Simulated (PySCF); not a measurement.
Ge²⁺: excitation energy

Ge²⁺ [Ar] 3d10 4s2 (1S) → Ge²⁺ [Ar] 3d10 4s1 4p1 (3P), as a difference of total energies. Calculation: PySCF 2.14, in aug-cc-pwCVDZ-PP with ECP10MDF (6s5p4d1f, 48 functions); a scalar-relativistic core potential. Correlated levels: valence: 3s2 3p6 3d10 frozen. The calculations carry no spin-orbit coupling.

```tsv
method	excitation energy (cm⁻¹)
UHF	51994
MP2 (valence)	57511
SCS-MP2 (valence)	59040
CCSD (valence)	59748
```

With two correlated electrons CCSD is exact in that space.
